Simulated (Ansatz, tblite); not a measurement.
Removing an electron: GaI₃. Charge 0, multiplicity 1. Geometry: r2SCAN-D4/def2-SVP. Ansatz, gas phase; energy differences of separate SCF runs; the oxidised species was run as a doublet alone.

```tsv
atom	x (Å)	y (Å)	z (Å)
Ga1	0.000	0.000	0.000
I2	-2.312	-0.571	0.672
I3	1.639	-1.799	-0.447
I4	0.673	2.371	-0.225
```

In the def2 sets I takes a core potential; there is no spin–orbit coupling. The xTB rows come from tblite. Correlated methods freeze 21 core orbitals; core or outer-core shells of Ga, I are correlated, in sets that lack core-valence functions. The rows differ in basis, and correlated rows in double-zeta sets carry the largest basis error. In CCSD on the charge 1 doublet the largest single amplitude is 0.38, so its Hartree–Fock determinant may place the open shell otherwise than the density functionals do.

```tsv
level	−HOMO (eV)	vertical IE (eV)	−LUMO (eV)	HOMO–LUMO gap (eV)
GFN1-xTB	11.17	14.12	6.55	4.61
GFN2-xTB	12.47	15.17	8.71	3.76
HF/def2-SVP	–	9.28	–	–
PBE-D4/def2-TZVP	6.64	8.97	3.33	3.32
r2SCAN0-D4/def2-TZVP	7.98	9.60	2.48	5.50
B2PLYP/def2-TZVP	–	9.50	–	–
CCSD/def2-SVP	–	9.63	–	–
```

(1) Estimate the rows for LDA (SPW92)/def2-TZVP, r2SCAN-D4/def2-TZVP, B97M-V/def2-TZVP, PBE0-D4/def2-TZVP, BHLYP-D4/def2-TZVP, MP2/def2-SVP, CCSD(T)/def2-SVP.

## Answers

(1) 
```csv
level,−HOMO (eV),vertical IE (eV),−LUMO (eV),HOMO–LUMO gap (eV)
LDA (SPW92)/def2-TZVP,6.81,9.17,3.62,3.19
r2SCAN-D4/def2-TZVP,6.95,9.22,3.16,3.79
B97M-V/def2-TZVP,6.91,9.09,3.02,3.90
PBE0-D4/def2-TZVP,7.78,9.44,2.57,5.21
BHLYP-D4/def2-TZVP,8.72,9.73,1.73,6.99
MP2/def2-SVP,–,9.83,–,–
CCSD(T)/def2-SVP,–,9.55,–,–
```

  Raw xTB energy differences between charge states are shifted by several eV; the methods need an empirical correction for them.
